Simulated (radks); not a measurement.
The numbers below are computed, except where a source is named.
Spin polarisation of the 4f6 shell in neutral samarium. Start: [Xe] 4f(up 3, down 3) 6s2; electrons of 4f are moved from spin down to spin up, other shells keep equal spins. Level of theory: scalar-relativistic Kohn-Sham, BLYP, spin-polarised, spherical densities, point nucleus (a radial shooting solver on a logarithmic mesh with Libxc functionals).

| moment (Bohr magnetons) | E - E(0) (eV) | e(4f up) (eV) | e(4f down) (eV) | 6s down minus up (eV) |
|---|---|---|---|---|
| 0 | 0.000 | -2.243 | -2.243 | 0.000 |
| 1 | -0.165 | -2.554 | -1.895 | 0.033 |
| 2 | -0.659 | -2.826 | -1.511 | 0.066 |
| 3 | -1.480 | -3.055 | -1.091 | 0.100 |
| 4 | -2.623 | -3.235 | -0.634 | 0.135 |
| 5 | -4.081 | -3.355 | -0.132 | 0.172 |

At moment 5 the spin-polarisation energy is -4.081 eV and the 4f exchange splitting 3.222 eV, that is 0.644 eV per Bohr magneton; E = -I m^2/4 would give I = 0.653 eV.
